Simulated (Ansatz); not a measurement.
Reaction (SMILES): [O-][Si](O)(O)[SiH3] → O[Si](O)(O)[SiH2-]
Structures are relaxed separately at B3LYP-D3(BJ)/def2-TZVP in Ansatz (a program for electronic structure), one conformer each, not searched for the lowest.

Property: isomerisation energy (electronic energy difference), in kJ/mol. Correlated levels leave the core frozen unless marked. No spin-orbit coupling. No relativistic terms. Anions need diffuse functions: aug- sets have them; def2-D sets add few; the other sets have none. Basis-set limits of correlation are two-point, X^-3; Hartree-Fock from the larger set.

```csv
level,program,isomerisation energy (kJ/mol)
BLYP/def2-TZVPD,Ansatz,56.1
B97M-V/def2-TZVPD,Ansatz,34.1
PBE0/def2-SVP,Ansatz,10.9
r2SCAN0-D4/def2-TZVPD,Ansatz + dftd4,37.8
RI-MP2/aug-cc-pV(Q+d)Z,Ansatz,52.2
SCS-MP2/cc-pV(Q+d)Z,Ansatz,55.1
CCSD/aug-cc-pV(Q+d)Z,Ansatz,41.9
CCSD(T)/STO-3G,Ansatz,-30.2
CCSD(T)/cc-pV(D+d)Z,Ansatz,31.9
"CCSD(T)/CBS(aug-cc-pV(T+d)Z,aug-cc-pV(Q+d)Z)",Ansatz,42.8
```
